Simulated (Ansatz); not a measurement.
Reaction (isomerisation): `[OH][GeH2][SiH2]S` → `[OH][GeH]([SiH3])[SH]`

Isolated molecules relaxed with PBE0-D4/def2-TZVP in Ansatz; ΔE leaves out vibrations. CCSD(T)/CBS adds triple-zeta CCSD(T) − MP2 to the extrapolated MP2 energy (def2 sets, frozen cores). Functionals use def2-TZVPP. B3LYP here is the variant with VWN-RPA as its local correlation; programs differ in this. For Ge outer-core shells are correlated without core-valence functions, which leaves a few kJ/mol of doubt a bond. Scalar relativity is left out up to krypton. Each species was taken in one conformer, which may not be the lowest.

```
          level  ΔE (kJ/mol)
       B3LYP-D4         -6.6
         B2PLYP         -7.3
            PBE         -5.7
           PBE0         -4.4
          B3LYP         -8.1
 MP2/def2-TZVPP         -6.0
CCSD/def2-TZVPP         -7.0
  HF/def2-QZVPP        -10.5
```

(1) What does CCSD(T)/CBS give? (Best estimate.)

Largest T1 diagnostic among the species: 0.012.

Results:

(1) Ansatz gave: -4.2 kJ/mol. The listed levels differ from it by -2.4, -3.1, -1.5, -0.2, -3.9, -1.8, -2.8, -6.3 kJ/mol.

In def2-TZVPP, CCSD(T) changes the Hartree–Fock value by +3.6 kJ/mol (the triples alone add −0.0 kJ/mol) and MP2 by +4.6 kJ/mol.
